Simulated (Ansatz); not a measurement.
Consider the redistribution: `C[O][Ge][NH2]` + `C[S][Mg][Cl]` → `C[O][Ge][S]C` + `[NH2][Mg][Cl]`.

Isolated molecules relaxed with PBE0-D4/def2-TZVP in Ansatz; ΔE leaves out vibrations. CBS: MP2 limit from def2 TZ/QZ plus the TZ coupled-cluster correction, frozen cores. DFT in def2-TZVPP. HSE06 is defined as in plane-wave codes. For Ge, Mg outer-core shells are correlated without core-valence functions, which leaves a few kJ/mol of doubt a bond. Scalar relativity is left out up to krypton. One conformer a species, not always the lowest.

`C[O][Ge][NH2]`:

Cartesian coordinates in Å:
```
C -0.724 1.502 0.489
O -0.047 0.280 0.360
Ge -0.034 -0.606 -1.205
N 0.974 -1.964 -0.552
H -1.210 1.823 -0.444
H -1.497 1.423 1.260
H -0.023 2.288 0.789
H 1.262 -2.757 -1.099
H 1.298 -1.989 0.402
```

`C[S][Mg][Cl]`:

Cartesian coordinates in Å:
```
C 0.214 -1.159 0.415
S -0.777 -0.512 -0.977
Mg -0.481 1.739 -0.835
Cl -0.186 3.894 -0.685
H -0.150 -0.798 1.377
H 0.108 -2.244 0.397
H 1.272 -0.920 0.309
```

`C[O][Ge][S]C`:

Z-matrix (Å, degrees):
```
C
O 1 1.408
H 1 1.094 2 109.6
H 1 1.094 2 109.6 3 -118.9
H 1 1.098 2 112.8 3 120.6
Ge 2 1.795 1 120.7 3 -120.6
S 6 2.227 2 97.9 1 -180.0
C 7 1.812 6 107.5 2 -0.0
H 8 1.089 7 108.5 6 -120.1
H 8 1.088 7 110.3 6 0.5
H 8 1.090 7 108.5 6 121.2
```

`[NH2][Mg][Cl]`:

Cartesian coordinates in Å:
```
N 0.801 0.334 -0.380
Mg -0.783 -0.326 0.372
Cl -2.630 -1.095 1.249
H 0.966 1.278 -0.693
H 1.646 -0.191 -0.549
```

| level | ΔE (kcal/mol) |
| --- | --- |
| BLYP-D4 | 3.4 |
| HSE06-D4 | 5.9 |

Problem. What does CCSD(T)/CBS give? (Best estimate.)

Solution. The calculation gave: +6.1 kcal/mol. The listed levels differ from it by -2.7, -0.2 kcal/mol.

Largest T1 diagnostic among the species: 0.015.

From PBE to PBE0 (25 % exact exchange), in def2-TZVPP and without D4, ΔE moves by +1.5 kcal/mol. At CCSD(T), def2-SVP lies +1.2 kcal/mol from the extrapolated value and def2-TZVPP +0.1 kcal/mol.
